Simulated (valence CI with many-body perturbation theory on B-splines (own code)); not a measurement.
## E1 line list for W LXVII

Method: configuration interaction combined with many-body perturbation theory (CI+MBPT): six valence electrons over a frozen Dirac-Fock core [He], a basis of 9 s, 9 p, 8 d, 6 f, 3 g, 1 h functions for each j, with the one-electron correlation potential Σ1 (screened to all orders), the two-electron term Σ2, the three-electron term Σ3, Breit, model QED; selected single and double excitations, second order for the rest, scaled by the run's own slope (own B-spline code, finite nucleus).

No measured spectrum was set against this ion. As an estimate, large intervals hold to a few tenths of a per cent, small ones and those within an open d or f shell to about a per cent. Among the levels kept, up to 2300 cm⁻¹ of a level comes from second order outside the variational space, and about a tenth of that is noise between levels of different J, which matters for small intervals.

Lines 101 to 150 of 206 in falling wavelength, among levels below 10619 eV, chosen from the strongest by gf and those to the six lowest levels. Wavelengths and rates use the calculated energies. Electric multipoles are in the length gauge with retardation, E1 and E2 with the static RPA response of the core. Weak lines are less certain than strong ones. Lines between different terms over intervals too small for the method are left out, as are lines whose strength nearly cancels.

Levels are named by their leading jj configuration (3d3/2^4 stands for four electrons in 3d with j = 3/2), which in mixed levels can hold well under half, so a name can repeat and another be missing. Letters in brackets count levels of one name in rising energy.

```
λ vac (Å)                               Upper                        Lower   A (s⁻¹)  S (a.u.)
    6.688     (2s 2p1/2^2 2p3/2^2 3s) J=2 [b]  (2s^2 2p1/2^2 2p3/2 3s) J=2  1.58e+13  1.17e-02
    6.678              (2s 2p1/2 2p3/2^4) J=1     (2s^2 2p1/2 2p3/2^3) J=1  3.34e+12  1.47e-03
    6.634         (2s 2p1/2^2 2p3/2^2 3s) J=0  (2s^2 2p1/2^2 2p3/2 3s) J=1  1.02e+13  1.47e-03
    6.559            (2s 2p1/2^2 2p3/2^3) J=1   (2s^2 2p1/2^2 2p3/2^2) J=2  1.85e+13  7.74e-03
    6.492      (2s^2 2p1/2 2p3/2^2 3p3/2) J=2  (2s^2 2p1/2^2 2p3/2 3s) J=2  7.91e+11  5.34e-04
    3.881              (2s 2p1/2 2p3/2^4) J=1   (2s^2 2p1/2^2 2p3/2^2) J=0  7.95e+08  6.88e-08
    3.808              (2s 2p1/2 2p3/2^4) J=1   (2s^2 2p1/2^2 2p3/2^2) J=2  8.89e+10  7.27e-06
    1.803      (2s^2 2p1/2^2 2p3/2 3p1/2) J=1     (2s 2p1/2^2 2p3/2^3) J=1  6.29e+09  5.46e-08
    1.803      (2s^2 2p1/2^2 2p3/2 3p1/2) J=2     (2s 2p1/2^2 2p3/2^3) J=1  4.15e+10  6.01e-07
    1.781      (2s^2 2p1/2^2 2p3/2 3p1/2) J=1     (2s 2p1/2^2 2p3/2^3) J=2  6.62e+10  5.54e-07
    1.781      (2s^2 2p1/2^2 2p3/2 3p1/2) J=2     (2s 2p1/2^2 2p3/2^3) J=2  6.56e+09  9.14e-08
    1.716         (2s^2 2p1/2^2 2p3/2 3s) J=2     (2s^2 2p1/2 2p3/2^3) J=2  9.20e+09  1.15e-07
    1.714         (2s^2 2p1/2^2 2p3/2 3s) J=1     (2s^2 2p1/2 2p3/2^3) J=2  4.85e+09  3.62e-08
    1.711         (2s^2 2p1/2^2 2p3/2 3s) J=2     (2s^2 2p1/2 2p3/2^3) J=1  2.00e+09  2.47e-08
    1.709         (2s^2 2p1/2^2 2p3/2 3s) J=1     (2s^2 2p1/2 2p3/2^3) J=1  1.51e+10  1.11e-07
    1.704      (2s^2 2p1/2^2 2p3/2 3p3/2) J=1     (2s 2p1/2^2 2p3/2^3) J=1  1.34e+10  9.79e-08
    1.697      (2s^2 2p1/2^2 2p3/2 3p3/2) J=2     (2s 2p1/2^2 2p3/2^3) J=1  5.18e+09  6.25e-08
    1.691      (2s^2 2p1/2^2 2p3/2 3p3/2) J=0     (2s 2p1/2^2 2p3/2^3) J=1  4.71e+11  1.13e-06
    1.685      (2s^2 2p1/2^2 2p3/2 3p3/2) J=3     (2s 2p1/2^2 2p3/2^3) J=2  5.20e+10  8.59e-07
    1.684      (2s^2 2p1/2^2 2p3/2 3p3/2) J=1     (2s 2p1/2^2 2p3/2^3) J=2  1.12e+11  7.92e-07
    1.678      (2s^2 2p1/2^2 2p3/2 3p3/2) J=2     (2s 2p1/2^2 2p3/2^3) J=2  7.23e+10  8.43e-07
    1.575      (2s^2 2p1/2^2 2p3/2 3d3/2) J=2     (2s^2 2p1/2 2p3/2^3) J=2  3.35e+10  3.24e-07
    1.574      (2s^2 2p1/2^2 2p3/2 3d3/2) J=3     (2s^2 2p1/2 2p3/2^3) J=2  7.19e+09  9.69e-08
    1.573      (2s^2 2p1/2^2 2p3/2 3d3/2) J=1     (2s^2 2p1/2 2p3/2^3) J=2  7.43e+10  4.28e-07
    1.572      (2s^2 2p1/2^2 2p3/2 3d3/2) J=2     (2s^2 2p1/2 2p3/2^3) J=1  1.20e+11  1.15e-06
    1.569      (2s^2 2p1/2^2 2p3/2 3d3/2) J=1     (2s^2 2p1/2 2p3/2^3) J=1  2.38e+09  1.36e-08
    1.569      (2s^2 2p1/2^2 2p3/2 3d3/2) J=0     (2s^2 2p1/2 2p3/2^3) J=1  5.74e+10  1.09e-07
    1.553      (2s^2 2p1/2^2 2p3/2 3d5/2) J=2     (2s^2 2p1/2 2p3/2^3) J=2  4.80e+09  4.43e-08
    1.550      (2s^2 2p1/2^2 2p3/2 3d5/2) J=3     (2s^2 2p1/2 2p3/2^3) J=2  7.09e+09  9.12e-08
    1.549      (2s^2 2p1/2^2 2p3/2 3d5/2) J=2     (2s^2 2p1/2 2p3/2^3) J=1  1.98e+09  1.82e-08
    1.547      (2s^2 2p1/2^2 2p3/2 3d5/2) J=1     (2s^2 2p1/2 2p3/2^3) J=2  7.69e+09  4.22e-08
    1.544      (2s^2 2p1/2^2 2p3/2 3d5/2) J=1     (2s^2 2p1/2 2p3/2^3) J=1  2.23e+10  1.22e-07
    1.502  (2s^2 2p1/2 2p3/2^2 3p1/2) J=1 [a]     (2s 2p1/2^2 2p3/2^3) J=1  1.13e+11  5.65e-07
    1.500  (2s^2 2p1/2 2p3/2^2 3p1/2) J=2 [a]     (2s 2p1/2^2 2p3/2^3) J=1  4.70e+09  3.92e-08
    1.490  (2s^2 2p1/2 2p3/2^2 3p1/2) J=2 [b]     (2s 2p1/2^2 2p3/2^3) J=1  5.84e+11  4.77e-06
    1.488  (2s^2 2p1/2 2p3/2^2 3p1/2) J=1 [b]     (2s 2p1/2^2 2p3/2^3) J=1  6.47e+10  3.16e-07
    1.487  (2s^2 2p1/2 2p3/2^2 3p1/2) J=1 [a]     (2s 2p1/2^2 2p3/2^3) J=2  1.04e+10  5.07e-08
    1.485  (2s^2 2p1/2 2p3/2^2 3p1/2) J=2 [a]     (2s 2p1/2^2 2p3/2^3) J=2  4.11e+10  3.32e-07
    1.482      (2s^2 2p1/2 2p3/2^2 3p1/2) J=3     (2s 2p1/2^2 2p3/2^3) J=2  8.91e+10  1.00e-06
    1.480      (2s^2 2p1/2 2p3/2^2 3p1/2) J=0     (2s 2p1/2^2 2p3/2^3) J=1  1.04e+12  1.66e-06
    1.475  (2s^2 2p1/2 2p3/2^2 3p1/2) J=2 [b]     (2s 2p1/2^2 2p3/2^3) J=2  9.77e+11  7.74e-06
    1.473  (2s^2 2p1/2 2p3/2^2 3p1/2) J=1 [b]     (2s 2p1/2^2 2p3/2^3) J=2  4.38e+10  2.07e-07
    1.456     (2s 2p1/2^2 2p3/2^2 3s) J=2 [a]     (2s 2p1/2^2 2p3/2^3) J=1  2.13e+13  1.63e-04
    1.447         (2s 2p1/2^2 2p3/2^2 3s) J=3     (2s 2p1/2^2 2p3/2^3) J=2  3.70e+13  3.87e-04
    1.443         (2s^2 2p1/2^2 2p3/2 3s) J=1   (2s^2 2p1/2^2 2p3/2^2) J=0  7.68e+13  3.42e-04
    1.443     (2s 2p1/2^2 2p3/2^2 3s) J=1 [a]     (2s 2p1/2^2 2p3/2^3) J=1  2.43e+13  1.08e-04
    1.442     (2s 2p1/2^2 2p3/2^2 3s) J=2 [a]     (2s 2p1/2^2 2p3/2^3) J=2  2.04e+14  1.51e-03
    1.442     (2s 2p1/2^2 2p3/2^2 3s) J=1 [b]     (2s 2p1/2^2 2p3/2^3) J=1  1.80e+14  7.97e-04
    1.440     (2s 2p1/2^2 2p3/2^2 3s) J=2 [b]     (2s 2p1/2^2 2p3/2^3) J=1  3.37e+13  2.49e-04
    1.440     (2s^2 2p1/2 2p3/2^2 3s) J=2 [a]     (2s^2 2p1/2 2p3/2^3) J=2  1.00e+13  7.40e-05
```
